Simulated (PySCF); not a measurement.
Computed with B3LYP-D3(BJ)/def2-TZVP (PySCF). All species are isolated molecules in the gas phase. One relaxed conformer stands for a flexible species; it need not be the lowest. B3LYP has the VWN-RPA correlation part, as in Gaussian. Delta-SCF ions had no search for a lower state. Excitations are Tamm–Dancoff values on a coarser integration grid. The basis has no diffuse functions, so Rydberg states are missing or too high.

Reference species (SMILES): `BCBO` (neutral, multiplicity 1).

```json
{
 "HOMO": "-8.50 eV",
 "vertical ionisation energy (Delta-SCF)": "10.91 eV",
 "T1 excitation (TDA)": "5.01 eV"
}
```

Changed species: `BB(C)O`.

Give the shifts of the HOMO, vertical ionisation energy (Delta-SCF) and T1 excitation (TDA).

the HOMO goes up by 0.89 eV, to -7.61 eV; the vertical ionisation energy (Delta-SCF) falls by 0.83 eV, to 10.08 eV; the T1 excitation (TDA) drops by 1.31 eV, to 3.70 eV.
